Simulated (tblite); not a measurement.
Compound: C₆H₁₁ClOSi₂.
SMILES with atom numbers: `[CH3:1][C:2]#[C:3]/[C:4](=[CH:5]\[SiH2:6][O:7][CH3:8])[SiH2:9][Cl:10]` (hydrogens: H11, H12, H13 on C1; H14 on C5; H15, H16 on Si6; H17, H18, H19 on C8; H20, H21 on Si9)

The geometry is computed with GFN2-xTB (gas phase).

Task: List the bond lengths, angles and torsions at this level.

Result: 
| bond | length (Å) | order |
| --- | --- | --- |
| C1–C2 | 1.445 | single |
| C2≡C3 | 1.204 | triple |
| C3–C4 | 1.411 | single |
| C4=C5 | 1.343 | double |
| C5–Si6 | 1.876 | single |
| Si6–O7 | 1.624 | single |
| O7–C8 | 1.393 | single |
| C4–Si9 | 1.893 | single |
| Si9–Cl10 | 2.021 | single |
| C1–H11, C1–H12, C1–H13 | 1.090 | single |
| C5–H14 | 1.082 | single |
| Si6–H15, Si6–H16 | 1.469 | single |
| C8–H17, C8–H18, C8–H19 | 1.092 | single |
| Si9–H20, Si9–H21 | 1.462 | single |

Bonds in one row agree within 0.01 Å and their mean is given. Orders are formal, as drawn. A selection of angles:
| angle | degrees |
| --- | --- |
| C2–C1–H11 | 109.9 |
| H11–C1–H12 | 108.8 |
| C1–C2–C3 | 178.8 |
| C2–C3–C4 | 178.3 |
| C3–C4–C5 | 120.6 |
| C3–C4–Si9 | 115.2 |
| C5–C4–Si9 | 124.2 |
| C4–C5–Si6 | 124.5 |
| C4–C5–H14 | 117.8 |
| Si6–C5–H14 | 117.7 |
| C5–Si6–O7 | 103.0 |
| C5–Si6–H15 | 112.3 |
| O7–Si6–H15 | 111.2 |
| H15–Si6–H16 | 108.5 |
| Si6–O7–C8 | 128.0 |
| O7–C8–H17 | 111.1 |
| O7–C8–H19 | 108.1 |
| H17–C8–H18 | 108.4 |
| H17–C8–H19 | 109.2 |
| C4–Si9–Cl10 | 109.1 |
| C4–Si9–H20 | 110.8 |
| C4–Si9–H21 | 110.4 |
| Cl10–Si9–H20 | 108.1 |
| H20–Si9–H21 | 110.5 |

Torsions: C3–C4–C5–Si6 -1° (synperiplanar); C4–C5–Si6–O7 73° (synclinal); C5–Si6–O7–C8 -176° (antiperiplanar); C3–C4–Si9–Cl10 175° (antiperiplanar). The mirror-image conformer, all signs reversed, is as good.

Si9 (chlorine-bound silicon) is tetrahedral (angles from 107.9° to 110.8°). Si6 (oxygen-bound silicon) is distorted tetrahedral (angles from 103.0° to 112.3°). The 4 C–C bonds span 1.204 Å (C2≡C3, drawn triple) to 1.445 Å (C1–C2, drawn single), a spread of 0.241 Å. Of the pairs four or more bonds apart, Cl10···H14 is among the closest relative to their van der Waals radii: 2.81 Å, 95 % of the sum of Bondi's values.

Point group: C1 (no symmetry element, even within 0.4 Å). Its lowest GFN2-xTB frequency is 9i cm⁻¹, too small to tell a flat minimum from a shallow saddle. The numbers are those of one conformer.

Time: 3.5 s wall. Hardware: Arm Neoverse N1, one thread, no GPU, shared host with 64 logical CPUs at a one-minute load of 60. This is the geometry optimisation.
